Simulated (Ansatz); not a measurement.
[M(H2O)4] with several metals: PBE-D4/def2-TZVP single points in Ansatz on relaxed structures, gas phase. HOMO and LUMO are taken over both spins. Singlets are spin-restricted. The spins of the ions were chosen, not always searched. Names give formal oxidation states. A dash marks a value that wasn't run or was left out as unsound. The structures are stationary points that may keep the symmetry of their start. Remarks come from the PBE and PBE0 runs and from stability tests at other levels; not every state was tested. HOMO above LUMO (over both spins in singlets and doublets, within one spin in higher multiplets; at PBE or PBE0), or a gap under 0.15 eV within one spin, warns that the state may not be the lowest or that an electron is smeared out.

| species | atoms | state | geometry | HOMO (eV) | LUMO (eV) | gap (eV) | vertical EA (eV) | lowest of the spins relaxed | point group (within 0.1 Å) | remarks |
| --- | --- | --- | --- | --- | --- | --- | --- | --- | --- | --- |
| [Ni(H2O)4]2+ (NiO4H8²⁺) | 13 | triplet; reduced ion doublet | PBE-D4/def2-SVP | -16.28 | -15.26 | 1.02 | 10.77 | – | – | restricted SCF unstable (singlet) |
| [Cu(H2O)4]2+ (CuO4H8²⁺) | 13 | doublet; reduced ion singlet | r2SCAN-D4/def2-SVP | -17.45 | -15.90 | 1.55 | 11.42 | – | C4 | – |

Estimate the rows for [Cr(H2O)4]2+ (CrO4H8²⁺) (quintet; reduced ion sextet, B3LYP-D4/def2-SVP geometry).


```
                species  atoms                        state           geometry  HOMO (eV)  LUMO (eV)  gap (eV)  vertical EA (eV)  lowest of the spins relaxed  point group (within 0.1 Å)                                                                                                                                                                       remarks
[Cr(H2O)4]2+ (CrO4H8²⁺)     13  quintet; reduced ion sextet  B3LYP-D4/def2-SVP     -14.93     -12.80      2.13                 –  quintet, of singlet/quintet                          D4  gap within one spin near zero at PBE or PBE0 (+1 sextet), HOMO above LUMO (+1 sextet), restricted singlet, untested (singlet), spin-contaminated (⟨S²⟩ up to 3.00) (triplet)
```

The gap (eV) runs from 1.02 ([Ni(H2O)4]2+) to 2.13 ([Cr(H2O)4]2+).
